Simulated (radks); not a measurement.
Species: Co XII. Configuration: [He] 2s2 2p5 3s2 3p5 (not the ground configuration). Calculated with a radial shooting solver on a logarithmic mesh with Libxc functionals: scalar-relativistic Kohn-Sham, PBE, spin-polarised, spherical densities, finite nucleus; open shells are filled with parallel spins first; Fermi nuclear charge, rms radius 3.7875 fm.

Normalised radial functions P(r) = r R(r), r in bohr:

| r | 2s down | 2p down | 3p down |
|---|---|---|---|
| 0.005701 | 0.4362 | 0.0198 | 0.0090 |
| 0.008042 | 0.5717 | 0.0374 | 0.0171 |
| 0.01125 | 0.7237 | 0.0690 | 0.0315 |
| 0.01575 | 0.8791 | 0.1258 | 0.0573 |
| 0.02204 | 1.0026 | 0.2243 | 0.1021 |
| 0.03083 | 1.0323 | 0.3880 | 0.1760 |
| 0.04315 | 0.8799 | 0.6430 | 0.2898 |
| 0.06038 | 0.4544 | 1.0041 | 0.4463 |
| 0.08517 | -0.2943 | 1.4566 | 0.6277 |
| 0.1192 | -1.1974 | 1.8738 | 0.7522 |
| 0.1668 | -1.9251 | 2.0764 | 0.6915 |
| 0.2334 | -2.0716 | 1.8799 | 0.3058 |
| 0.3266 | -1.5393 | 1.2962 | -0.3960 |
| 0.457 | -0.7438 | 0.6202 | -1.1060 |
| 0.6395 | -0.2083 | 0.1815 | -1.3431 |
| 0.902 | -0.0264 | 0.0255 | -0.9355 |
| 1.262 | -0.0013 | 0.0014 | -0.3645 |
| 1.766 | 0.0000 | 0.0000 | -0.0673 |

2s down: eigenvalue -1244.9 eV, 1 radial node at r = 0.0755 bohr, <r> = 0.251 bohr, 90 % of the charge inside 0.388 bohr. 2p down: eigenvalue -1122.0 eV, 0 radial nodes, <r> = 0.220 bohr, 90 % of the charge inside 0.359 bohr. 3p down: eigenvalue -331.83 eV, 1 radial node at r = 0.274 bohr, <r> = 0.672 bohr, 90 % of the charge inside 1.00 bohr.
